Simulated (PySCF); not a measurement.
Molecule: sum formula HBO2Br (charge -1, singlet). It need not be the lowest isomer of its formula. Whether it binds its extra electron was not tested at this geometry. 
Structure (B3LYP-D3(BJ)/def2-TZVP (Ansatz) minimum search):
SMILES: [O-]B(O)Br
```xyz
5

O     -0.8210     1.9372     0.4163
B     -0.8998     0.7010     0.1929
O     -1.9784    -0.1979     0.1021
Br     0.8474    -0.5074    -0.1534
H     -2.7648     0.3392     0.2567
```
Charge -1, spin multiplicity 1.

Dispersion corrections to the total energy (kcal/mol) from the dftd3 and dftd4 libraries through PySCF: D3(BJ) without and D4 with the three-body term, each with the damping fitted for the functional named.

```
functional  D3(BJ)     D4
----------  ------  -----
HF             ___  -8.97
PBE0         -1.69  -2.05
BLYP           ___  -5.53
TPSS           ___  -3.33
HSE06        -1.34  -1.91
B2GP-PLYP    -1.58  -1.02
LC-wPBE      -1.90  -2.75
```

What belongs in the gaps?


- HF, D3(BJ): -15.91
- BLYP, D3(BJ): -4.32
- TPSS, D3(BJ): -2.47
